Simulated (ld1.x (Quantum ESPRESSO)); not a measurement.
**Configuration tests for O (PAW)**

oxygen, PAW, made with ld1.x (Quantum ESPRESSO) 7.5 (BLYP, scalar-relativistic). Core [He], reference 2s2 2p4. Waves: 2s (bound): rcut 0.65, rcutus 0.70 bohr; 2s channel at -0.7 Ry: rcut 0.65, rcutus 0.70 bohr; 2p (bound): rcut 1.00, rcutus 1.25 bohr; 2p channel at 0.3 Ry: rcut 1.00, rcutus 1.25 bohr; 3d channel at -0.1 Ry: rcut 0.90, rcutus 1.10 bohr; 3d channel at 0.55 Ry: rcut 0.90, rcutus 1.10 bohr. Local part: all-electron potential smoothed inside 1.05 bohr (lloc = -1). Core correction: Bessel-smoothed model core inside 0.35 bohr. Augmentation charge: BESSEL, radius 0.60 bohr.

Energies are relative to the spin-unpolarised reference configuration 2s2 2p4; without spin polarisation the order of configurations can differ from experiment.

```json
{"valence configuration": "2s2 2p3", "charge": "+1", "ΔE all-electron (eV)": "16.428", "error AE − PS (meV)": "-2.1"}
{"valence configuration": "2s2 2p2", "charge": "+2", "ΔE all-electron (eV)": "50.037", "error AE − PS (meV)": "-15"}
{"valence configuration": "2s2 2p1", "charge": "+3", "ΔE all-electron (eV)": "103.974", "error AE − PS (meV)": "-42"}
{"valence configuration": "2s2 2p0", "charge": "+4", "ΔE all-electron (eV)": "181.006", "error AE − PS (meV)": "-26"}
{"valence configuration": "2s1 2p5", "charge": "0", "ΔE all-electron (eV)": "14.832", "error AE − PS (meV)": "+3.3"}
```

What are ΔE and the potential's error for 2s0 2p6?

ΔE = 29.712 eV all-electron; the error (AE − PS) is +18 meV.

What are ΔE and the potential's error for 2s2 2p3.5?

ΔE = 6.283 eV all-electron; the error (AE − PS) is -0.5 meV.

Levels in the configuration 2s1 2p5:

```tsv
level	all-electron (eV)	pseudo (eV)
2s	-24.283	-24.275
2p	-9.427	-9.428
```

Note: ghost state, extra bound levels that the all-electron valence spectrum of the same l lacks: s at -610.0 eV. A true bound ghost makes a file unfit for plane-wave use.
